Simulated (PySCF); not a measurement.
## Broadened absorption spectrum of C6H11N

C6H11N.
Structure used (PBE0-D3(BJ)/def2-SVP), in Å, numbered top down from 1:
```xyz
18
C6H11N angstrom
C      3.052    0.418   -0.775
C      2.191   -0.139    0.075
C      0.859    0.435    0.453
N     -0.149   -0.595    0.492
C     -1.369   -0.322    0.263
C     -2.372   -1.436    0.326
C     -1.906    1.052   -0.065
H      2.827    1.358   -1.289
H      4.020   -0.043   -0.991
H      2.433   -1.091    0.564
H      0.944    0.863    1.473
H      0.619    1.286   -0.214
H     -1.867   -2.380    0.562
H     -3.138   -1.227    1.092
H     -2.904   -1.534   -0.636
H     -1.460    1.438   -0.996
H     -1.660    1.773    0.732
H     -2.997    1.041   -0.191
```

Method used: TDDFT CAM-B3LYP/def2-SVPD, vertical, gas phase, core orbitals frozen in the response in PySCF.

Computed states:

```tsv
state	E (eV)	f
S1	5.19	0.0022
S2	6.84	0.015
S3	7.03	0.0088
S4	7.12	0.020
S5	7.28	0.180
S6	7.43	0.562
```

Broadening: Gaussians 0.25 eV wide at half height, area fixed by f = 4.319×10⁻⁹ ∫ε dν̃. The width is an assumption, not a result. The curve ends short of the highest state used, and states not computed would add to its high-energy end.

(1) Give the broadened spectrum and its maxima.

(2) On this curve, what absorbance would a 10⁻⁴ mol/L sample give at 254 nm over a 1 cm path?

(3) Coming from long wavelengths, where does ε first pass 100 L mol⁻¹ cm⁻¹?

Results:

(1) 
E (eV), ε (L mol⁻¹ cm⁻¹) and a bar:
```
     4.82          1 
     4.87          2 
     4.93         11 
     4.99         39 #
     5.05         96 ##
     5.10        162 ###
     5.16        225 ####
     5.22        227 ####
     5.28        167 ###
     5.34         89 #
     5.39         41 #
     5.45         12 
     5.51          3 
     5.57          0 
     5.62          0 
     5.68          0 
     5.74          0 
     5.80          0 
     5.85          0 
     5.91          0 
     5.97          0 
     6.03          0 
     6.08          0 
     6.14          0 
     6.20          0 
     6.26          0 
     6.31          0 
     6.37          0 
     6.43          1 
     6.49          6 
     6.55         36 #
     6.60        119 ##
     6.66        371 ######
     6.72        847 ##############
     6.78       1435 ########################
     6.83       1824 ##############################
```

Maxima: 239 nm (5.19 eV), ε about 240, made up of S1 (100%) (ε in L mol⁻¹ cm⁻¹; maxima over ε = 5, shares over 10%). At its high-energy end, 6.83 eV, the curve is still rising (ε about 1800, from S2).

(2) 254 nm is 4.881 eV, where ε is about 3.3 L mol⁻¹ cm⁻¹, so A = ε c l ≈ 0.00033 (Beer–Lambert, with the gas-phase spectrum and the assumed width).

(3) At about 245 nm (5.05 eV), 0.14 eV below S1.

One conformer stands for the species.
